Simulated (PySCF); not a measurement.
Vertical excitations of a molecule C3H10FNSi from TDA-CAM-B3LYP/def2-SVPD (PySCF 2.14.0), as energy in eV (oscillator strength): 6.01 (0.030), 6.12 (0.013), 6.90 (0.013), 7.01 (0.017), 7.24 (0.005), 7.38 (0.052). Lowest triplet (TDA): 5.75 eV. Geometry optimised at B3LYP-D3(BJ)/def2-SVP. Other conformers were not sampled.

Identify the compound among the candidates.
A) CN[SiH2][C@@H](C)F
B) CN[Si](C)(C)F
C) CCCN[SiH2]F
D) CN(C)C[SiH2]F

D, CN(C)C[SiH2]F
